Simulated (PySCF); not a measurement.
Al(H)(Br)(NH2) (AlBrH3N), SMILES [Br][AlH][NH2]. Atoms are numbered in the order given.

```xyz
6

Al    -0.6040     1.0865     0.0000
H     -2.1292     1.4335     0.0000
Br     0.1000    -1.0696     0.0000
N      0.6313     2.3396     0.0000
H      1.6249     2.1701     0.0000
H      0.4389     3.3294     0.0000
```

Geometry: B3LYP-D3(BJ)/def2-TZVP. The values are those of a single conformer.

Method: M06-2X/def2-TZVPD in PySCF.

Symmetry labels are those of the subgroup Cs that the program uses (full group Cs).

### Question
List the valence orbital energies around the gap with their symmetry. (The exact figures need the calculation; the answer reports its results.)

### Answer

```tsv
orbital	symmetry	energy (eV)
HOMO−7	A'	-22.93
HOMO−6	A'	-15.22
HOMO−5	A'	-14.18
HOMO−4	A'	-11.67
HOMO−3	A'	-10.52
HOMO−2	A"	-9.96
HOMO−1	A'	-9.58
HOMO	A"	-9.21
LUMO	A'	-0.16
LUMO+1	A"	-0.16
LUMO+2	A'	0.54
LUMO+3	A'	0.78
```
